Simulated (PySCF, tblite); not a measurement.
Compound: C9H13N.
Structure used (GFN2-xTB), in Å, numbered top down from 1:
```
atom  x, y, z in Å
C1    -1.8647   -0.8853    0.4459
N2    -1.6457    0.5086    0.1214
C3    -2.8708    1.1400   -0.3173
C4    -0.5850    0.6638   -0.8634
C5     0.7352    0.1899   -0.3204
C6     1.5210   -0.7141   -1.0205
C7     2.7319   -1.1418   -0.5025
C8     3.1658   -0.6742    0.7252
C9     2.3857    0.2271    1.4316
C10    1.1806    0.6592    0.9101
H11   -0.9321   -1.3225    0.7980
H12   -2.2233   -1.4686   -0.4178
H13   -2.6037   -0.9529    1.2430
H14   -3.2721    0.6975   -1.2442
H15   -3.6218    1.0395    0.4654
H16   -2.6885    2.2001   -0.4901
H17   -0.5079    1.7314   -1.0974
H18   -0.8190    0.1277   -1.8019
H19    1.1842   -1.0892   -1.9771
H20    3.3351   -1.8457   -1.0575
H21    4.1080   -1.0120    1.1318
H22    2.7198    0.5930    2.3918
H23    0.5623    1.3555    1.4561
```

The calculation used PBE0/pcSseg-1 in PySCF (dipole) on a GFN2-xTB geometry, gas phase.

Masses are those of the commonest isotopes; rigid-rotor values at the optimised geometry. The values belong to one conformer with, in the numbering `[CH3:1][N:2]([CH3:3])[CH2:4][c:5]1[cH:6][cH:7][cH:8][cH:9][cH:10]1`, C1–N2–C4–C5 -64°, N2–C4–C5–C6 129°.

Task: Give the principal moments of inertia and the rotational constants in MHz.

Result: Ia = 153.84, Ib = 661.64, Ic = 702.68 u·Å²; 505379 MHz·u·Å²/I gives A = 3285, B = 763.8, C = 719.2 MHz.

Task: Classify the top.

Result: A near-prolate asymmetric top; Ray's κ = -0.965.

Task: Is it planar, by Δ = Ic − Ia − Ib?

Result: Not planar: Δ = Ic − Ia − Ib = -112.80 u·Å². For a rigid frame Δ = −2 Σ m c², so Σ m c² = 56.40 u·Å² lies off the ab plane: 16.91 from hydrogen and 39.49 from heavier atoms. The atom farthest from that plane is 2.06 Å away.

Task: Give the other two planar moments, Paa and Pbb, and the rms extents of the mass along the axes.

Result: Paa = Σ m a² = (Ib + Ic − Ia)/2 = 605.24 and Pbb = Σ m b² = (Ia + Ic − Ib)/2 = 97.44 u·Å². With the mass M = 135.10 u, the rms extents √(P/M) along a, b and c are 2.12, 0.85, 0.65 Å.

Task: Predict some low-J microwave lines.

Result: The dipole components are |μa| = 0.52 D, |μb| = 0.44 D, |μc| = 0.10 D. Intensities carry the squares of the components, which stand as 1.00 : 0.71 : 0.04 (a : b : c). Some lines, for components of 0.1 D or more:

```json
{"type": "b", "branch": "R", "J(Ka,Kc)": "2(0,2) ← 1(1,1)", "MHz": "444", "lower level (cm⁻¹)": "0.134"}
{"type": "a", "branch": "R", "J(Ka,Kc)": "1(0,1) ← 0(0,0)", "MHz": "1483", "lower level (cm⁻¹)": "0.000"}
{"type": "b", "branch": "Q", "J(Ka,Kc)": "1(1,0) ← 1(0,1)", "MHz": "2566", "lower level (cm⁻¹)": "0.049"}
{"type": "b", "branch": "Q", "J(Ka,Kc)": "2(1,1) ← 2(0,2)", "MHz": "2611", "lower level (cm⁻¹)": "0.148"}
{"type": "a", "branch": "R", "J(Ka,Kc)": "2(1,2) ← 1(1,1)", "MHz": "2921", "lower level (cm⁻¹)": "0.134"}
{"type": "a", "branch": "R", "J(Ka,Kc)": "2(0,2) ← 1(0,1)", "MHz": "2966", "lower level (cm⁻¹)": "0.049"}
{"type": "a", "branch": "R", "J(Ka,Kc)": "2(1,1) ← 1(1,0)", "MHz": "3011", "lower level (cm⁻¹)": "0.135"}
{"type": "b", "branch": "R", "J(Ka,Kc)": "1(1,1) ← 0(0,0)", "MHz": "4004", "lower level (cm⁻¹)": "0.000"}
{"type": "b", "branch": "Q", "J(Ka,Kc)": "2(2,0) ← 2(1,1)", "MHz": "7564", "lower level (cm⁻¹)": "0.235"}
{"type": "b", "branch": "Q", "J(Ka,Kc)": "2(2,1) ← 2(1,2)", "MHz": "7698", "lower level (cm⁻¹)": "0.231"}
{"type": "b", "branch": "R", "J(Ka,Kc)": "2(2,0) ← 1(1,1)", "MHz": "10620", "lower level (cm⁻¹)": "0.134"}
```

Task: Estimate the classical rotational partition function at 10 K, 200 K and 298.15 K.

Result: Point group C1, symmetry number σ = 1; q = (√π/σ)·√((kT/h)³/(ABC)), k/h = 20836.6 MHz/K: 3970 at 10 K, 355000 at 200 K, 646000 at 298.15 K.

Its GFN2-xTB frequencies are all real (lowest 34 cm⁻¹). No vibrational averaging or centrifugal distortion is included, and the geometry carries the error of its method. A rigid rotor knows nothing of internal rotation, which can split or shift real lines. Quadrupole hyperfine structure (14N) is left out.
